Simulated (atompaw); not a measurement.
# Before and after: PAW (atompaw) potential for germanium

atompaw 4.2.0.5 input, output lines left out:

```
Ge 32
GGA-PBESOL scalarrelativistic loggrid 1500 logderivrange -4 5 226
4 4 3 0 0 0
4 1 2
0 0 0
c
c
c
v
c
c
v
v
2
2.45 1.85 2.00 2.25
y
-0.05
n
y
0.75
n
y
0.05
n
custom rrkj vanderbiltortho sinc
3 0 ultrasoft
2.45
1.95
2.45
2.45
1.35
1.35
```

All-electron outer shells of the reference configuration (PBEsol, scalar-relativistic, ld1.x):

```tsv
shell	level (eV)	outermost node (bohr)	outermost maximum (bohr)
3s	-168.12	0.26	0.54
3p	-115.43	0.23	0.54
3d	-29.31	–	0.50
4s	-11.74	0.77	1.75
4p	-3.90	0.82	2.22
```

Change: all radii scaled by about 1.13 (s 2.76, p 2.76, d 1.52 bohr); local potential ultrasoft scheme with l = 3 at 0 Ry, radius 2.26 bohr; augmentation sinc compensation charge, radius 2.08 bohr; PAW radius 2.76 bohr; waves and projectors: custom rrkj vanderbiltortho; core correction smooth core density matched at 2.54 bohr.

Cutoffs: the cutoffs (Ry, on a coarse ladder) from which the occupation-weighted sum of valence levels, in a spherical-Bessel basis at the reference potential, stays within 10 and 1 mRy of its value at 400 Ry; they do not see the model core or the augmentation charge, which bear on the density cutoff.

**Question.** What does the change do?

**Answer.** The potential gets softer (70 Ry and 140 Ry → 50 Ry and 80 Ry); neither file shows a bound ghost. A larger radius leaves more room for a smooth pseudo-wave, so fewer plane waves are needed.

```tsv
quantity	base	changed
cutoff, loose	70 Ry	50 Ry
cutoff, tight	140 Ry	80 Ry
loose cutoff by channel (10 mRy a level)	s 6 Ry, p 6 Ry, d 50 Ry	s 6 Ry, p 6 Ry, d 35 Ry
bound ghosts	none	none
lowest overlap eigenvalue by channel	s 0.61, p 0.70, d 0.15	s 0.56, p 0.72, d 0.09
```

 The cutoffs see the waves, projectors and local potential, not the compensation charge or the core.
